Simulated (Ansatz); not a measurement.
`S[SiH](Cl)[SeH]`. Charge 0, multiplicity 1. Correlated methods include outer-core shells of Se, which these sets cover unevenly. Scalar relativity is left out up to krypton.

Z-matrix (Å, degrees):
```
Si
Cl 1 2.049
Se 1 2.263 2 113.6
S 1 2.123 2 104.0 3 -123.2
H 1 1.479 2 107.9 3 115.5
H 3 1.469 1 92.2 2 -69.1
H 4 1.345 1 93.2 2 172.0
```

(1) Give the diagnostics of a CCSD(T)/def2-TZVPP run (frozen core, Ansatz 0.2.0). (Estimate.)

Answers

(1) Computed: T1 = 0.0097, largest single amplitude 0.013, largest double 0.021, (T) share of the correlation energy 4.1 %, 9 CCSD cycles. The RHF solution is stable towards an unrestricted one. T1 lies under the customary mark of 0.02 for closed shells.
